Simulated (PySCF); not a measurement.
C₅H₉FOS.
Z-matrix (Å and degrees, PBE0-D3(BJ)/def2-SVP geometry), rows numbered from 1:
```
O 
S   1  1.5048
C   2  1.8424  1  102.99
F   3  1.3570  2  111.61  1  -167.41
C   2  1.8270  1  106.73  3  -100.15
C   5  1.4995  2  108.77  1   -68.56
C   6  1.5018  5  120.00  2   -81.87
C   7  1.4986  6   60.02  5  -109.55
H   3  1.1016  2  106.21  1    71.57
H   3  1.1034  2  105.87  1   -45.71
H   5  1.1019  2  107.24  1   169.23
H   5  1.1029  2  106.41  1    52.12
H   6  1.0946  5  113.30  2    62.51
H   7  1.0941  6  117.71  8   107.94
H   7  1.0926  6  118.07  8  -108.70
H   8  1.0939  6  117.72  7  -108.04
H   8  1.0929  6  117.88  7   108.75
```

NICS is the negative of the GIAO shielding at a point without a nucleus: at the ring centre (0) and 1 Å above and below it (1); zz is the component along the ring normal. Level: GIAO KT2/pcSseg-1 (PySCF, non-relativistic, gas phase) on the PBE0-D3(BJ)/def2-SVP geometry, one conformer.

Ring bond lengths (Å): C6–C7 1.502, C7–C8 1.499, C8–C6 1.501.

Give the NICS values of each ring in ppm.

```csv
ring,type,NICS(0),"NICS(1), two faces","NICS(1)zz, two faces",rms pucker (Å),"centre to ring atoms, mean (Å)"
C6–C7–C8,3-membered carbocycle; formal bonds all single,-42.5,-7.9 / -8.0,-20.4 / -22.3,0.00,0.87
```

What do they say, and how far can they be read as aromaticity?

- C6–C7–C8: mean NICS(1)zz -21.3 ppm, shielded. C6, C7, C8 have four or more neighbours; no verdict on aromaticity is drawn. NICS(0) lies 35 ppm below the mean NICS(1).

List the ring angles.

- C6–C7–C8: C6 59.9°, C7 60.0°, C8 60.1°; sum 180.0° against 180° for a flat convex ring.

What are the shieldings of the ring atoms and their hydrogens in the same run (means over atoms taken as equivalent)?

```json
{"atoms": "C6", "environment": "three-membered-ring carbon", "σ isotropic (ppm)": "177.0", "principal values of the symmetric part, first atom (ppm)": "149.2, 168.1, 213.8"}
{"atoms": "C7", "environment": "three-membered-ring carbon", "σ isotropic (ppm)": "175.8", "principal values of the symmetric part, first atom (ppm)": "145.5, 171.9, 209.9"}
{"atoms": "C8", "environment": "three-membered-ring carbon", "σ isotropic (ppm)": "174.3", "principal values of the symmetric part, first atom (ppm)": "146.3, 170.8, 205.7"}
{"atoms": "H13", "environment": "methine hydrogen", "σ isotropic (ppm)": "29.84", "principal values of the symmetric part, first atom (ppm)": "22.5, 28.8, 38.3"}
{"atoms": "H14", "environment": "methylene hydrogen", "σ isotropic (ppm)": "30.94", "principal values of the symmetric part, first atom (ppm)": "26.1, 28.3, 38.5"}
{"atoms": "H15", "environment": "methylene hydrogen", "σ isotropic (ppm)": "30.48", "principal values of the symmetric part, first atom (ppm)": "25.3, 26.0, 40.2"}
{"atoms": "H16", "environment": "methylene hydrogen", "σ isotropic (ppm)": "30.84", "principal values of the symmetric part, first atom (ppm)": "25.2, 28.6, 38.7"}
{"atoms": "H17", "environment": "methylene hydrogen", "σ isotropic (ppm)": "30.30", "principal values of the symmetric part, first atom (ppm)": "24.5, 26.3, 40.1"}
```

How do the values depend on the level or the medium?

```tsv
level	NICS(0), C6–C7–C8	mean NICS(1)zz, C6–C7–C8
KT2/pcSseg-1, gas	-42.5	-21.3
PBE0/pcSseg-1, gas	-43.9	-22.3
```

The geometry is the same throughout.

The run took 35 s of wall time on one thread of an Arm Neoverse V2 (shared host). This is the whole shielding run at KT2/pcSseg-1, SCF included.
